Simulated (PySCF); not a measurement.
Labels have come off several samples. The candidates:

A. `CC(C)(C)c1nccnn1`
B. SMILES C(C=C)n1cnnc1CC
C. `c1(CC)cn(CC=C)nn1`
D. `C(/C=C\CCC)(=O)NC`

Spectrum 1. $^{13}$C{$^{1}$H} NMR (computed): δ 156.6 (C), 145.3 (CH), 126.4 (CH), 124.5 (CH2), 56.1 (CH2), 24.2 (CH2), 20.8 (CH3).

Spectrum 2. $^{13}$C{$^{1}$H} NMR (computed): δ 168.1 (C), 144.2 (CH), 135.4 (CH), 37.4 (CH2), 28.9 (CH2), 25.3 (CH3), 17.2 (CH3).

Spectrum 3. $^{13}$C{$^{1}$H} NMR (computed): δ 183.5 (C), 153.4 (CH), 152.2 (CH), 41.5 (C), 31.6 (CH3).

Spectrum 4. $^{13}$C{$^{1}$H} NMR (computed): δ 158.7 (C), 145.9 (CH), 145.0 (CH), 124.6 (CH2), 50.8 (CH2), 22.5 (CH2), 16.7 (CH3).

[PySCF 2.14.0 with density-fitted response routines: shielding tensors at PBE0/pcSseg-1 (GIAO); geometry from GFN2-xTB; non-relativistic Hamiltonian; fast rotation and ring inversion assumed for equivalent nuclei; in vacuum; one conformer]

Scale: TMS for $^{13}$C (σ = 186.93 ppm) (reference shieldings calculated alike). Acid and N–H amide carbonyl carbons lie up to 10 ppm further downfield in solution (hydrogen bonding). Shifts are as computed. Against solution values, carbons near 30 ppm lie about +3 ppm off and those near 130 ppm about +5 ppm. Of 1211 compounds with measured shifts, 218 miss one by over three times the rms of a fit or turn the order of signals round; such compounds aren't used in these exercises.

Question: Which spectrum belongs to which compound?

Answer: 1–C, 2–D, 3–A, 4–B.

- Spectrum 1 (C): 7 $^{13}$C signals; δC 145.3 is an alkene CH; δC 124.5 is a terminal =CH2 carbon.
- Spectrum 2 (D): 7 $^{13}$C signals; δC 168.1 is an amide carbonyl carbon; δC 144.2 is a β carbon of a C=C–C=O unit.
- Spectrum 3 (A): 5 $^{13}$C signals; δC 153.4 is an aromatic CH next to a ring nitrogen; δC 152.2 is an aromatic CH next to a ring nitrogen.
- Spectrum 4 (B): 7 $^{13}$C signals; δC 145.0 is an alkene CH; δC 124.6 is a terminal =CH2 carbon.
